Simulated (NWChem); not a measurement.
**Correlation energy of Ge (+1)**

```
Ge
```
Charge +1, spin multiplicity 2.

Everything below was run with NWChem.

Basis set: 6-311G**. Each correlation energy counts from its own Hartree-Fock reference.

```json
[
 {"method": "UMP2", "correlation energy (mHa)": "-179.7"},
 {"method": "SCS-UMP2", "correlation energy (mHa)": "-167.1"},
 {"method": "CCSD on UHF", "correlation energy (mHa)": "-184.3"},
 {"method": "CCSD[T] on UHF", "correlation energy (mHa)": "-189.5"},
 {"method": "CCSD(T) on UHF", "correlation energy (mHa)": "-188.8"},
 {"method": "CCSD on ROHF", "correlation energy (mHa)": "-188.0"},
 {"method": "CCSD[T] on ROHF", "correlation energy (mHa)": "-193.2"},
 {"method": "CCSD(T) on ROHF", "correlation energy (mHa)": "-192.6"}
]
```

The values span 26.1 mHa, from CCSD[T] on ROHF (lowest) to SCS-UMP2 (highest). 

The Hamiltonian is non-relativistic. The correlated methods keep 9 core orbitals frozen. The Pople sets run with spherical d functions. The stability of the SCF solutions was not checked. Open-shell Hartree-Fock references start from PBE0 orbitals. Coupled-cluster values serve here as a point of comparison, not as the truth.
